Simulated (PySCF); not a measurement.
PySCF 2.14 output of an unrestricted BHandHLYP calculation on a single atom or ion in aug-cc-pVDZ-PP with ECP10MDF (5s5p4d2f, 54 functions), with scalar relativity through the core potential:

```
SCF conv_tol = 1e-09
number electrons alpha = 11  beta = 9
    A. D. Becke.,  J. Chem. Phys. 98, 1372 (1993)
    Defined through Gaussian implementation.
cycle= 1 E= -226.415820900814  delta_E= -0.00757  |g|= 0.0246  |ddm|= 0.342
cycle= 2 E= -226.415858671456  delta_E= -3.78e-05  |g|= 0.0232  |ddm|= 0.103
cycle= 3 E= -226.415927677219  delta_E= -6.9e-05  |g|= 0.00277  |ddm|= 0.0608
cycle= 4 E= -226.415928767142  delta_E= -1.09e-06  |g|= 0.000219  |ddm|= 0.00768
cycle= 5 E= -226.415928781117  delta_E= -1.4e-08  |g|= 3.7e-05  |ddm|= 0.000892
cycle= 6 E= -226.415928781661  delta_E= -5.45e-10  |g|= 1.89e-06  |ddm|= 0.000158
converged SCF energy = -226.415928781661  <S^2> = 2.0008643  2S+1 = 3.0005762
```

The run itself started from symmetry-adapted Hartree-Fock orbitals and held the occupation by maximum overlap, on a logarithmic radial grid, so the iterations belong to that start.

**Question.** Which element, charge and spin multiplicity is this?

**Answer.** Zn (zinc, neutral), multiplicity 3; the state was [Ar] 3d9 4s2 5s1, high-spin 3D determinant (an excited configuration).

Energies and moments cover only the electrons outside the core potential. The outer electron is Rydberg-like, and this basis confines it to a smaller radius and binds it less than a complete one would.
